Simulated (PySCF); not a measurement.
Species: C3H10BNSi.
SMILES: `B[C@H]1CCN[SiH2]1`

A linear-response calculation (PySCF, def2-SVPD basis, gas phase, vertical, core orbitals frozen in the response) gave these numbers; the functional is withheld.

Orbital energies (eV): HOMO-3 -10.58, HOMO-2 -10.22, HOMO-1 -9.60, HOMO -8.23, LUMO 0.19, LUMO+1 1.12, LUMO+2 1.36.

| state | E (eV) | f | main configurations (H = HOMO, L = LUMO) |
| --- | --- | --- | --- |
| S1 | 5.64 | 0.0092 | H→L (78%), H→L+1 (14%) |
| S2 | 6.08 | 0.0095 | H→L+1 (68%), H-1→L (14%), H→L (9%) |
| S3 | 6.21 | 0.021 | H-1→L (38%), H-2→L (35%) |
| S4 | 6.26 | 0.011 | H-2→L (53%), H-1→L (24%), H-3→L (9%) |
| S5 | 6.53 | 0.0090 | H→L+2 (63%), H→L+3 (19%) |
| S6 | 7.30 | 0.063 | H-3→L (65%), H-1→L (14%), H-4→L (12%) |

Triplets (Tamm–Dancoff): T1 5.27 eV, H-1→L (54%), H→L (32%); T2 5.48 eV, H-1→L (32%), H→L (29%), H→L+1 (24%); T3 5.63 eV, H-2→L (81%); T4 6.00 eV, H→L+1 (58%), H→L (33%).

Vertical ionisation energy by ΔSCF with the same functional: 8.95 eV. Mean static polarisability: 82.2 au.

Task: Name the functional.
A. HF
B. PBE
C. CAM-B3LYP
D. B3LYP

Result: C. CAM-B3LYP is range-separated, 19% exact exchange at short range and 65% at long range (ω = 0.33 bohr⁻¹). In this run −ε(HOMO) = 8.23 eV differs from the ΔSCF value by -0.72 eV, and S1 differs from the orbital gap of 8.42 eV by -2.78 eV. The ratio −ε(HOMO)/IP is 0.92. Small neutral molecules mostly give 0.85 to 0.93 with CAM-B3LYP, 0.5 to 0.7 with PBE, 0.67 to 0.83 with B3LYP; with Hartree–Fock the ratio is 1 or more (Koopmans' value less the relaxation energy is the ΔSCF value). The other options: PBE, a GGA without exact exchange; HF, time-dependent Hartree–Fock, 100% exact exchange; B3LYP, a global hybrid with 20% exact exchange.

The calculation used TDDFT CAM-B3LYP/def2-SVPD, vertical, gas phase, core orbitals frozen in the response (PySCF 2.14.0, density-fitted response routines). The structure is a single PBE0-D3(BJ)/def2-SVP conformer in the gas phase; no vibrational or solvent corrections.

Without π bonds the low states are Rydberg-like; a valence basis with one diffuse set may place them up to an eV too high.
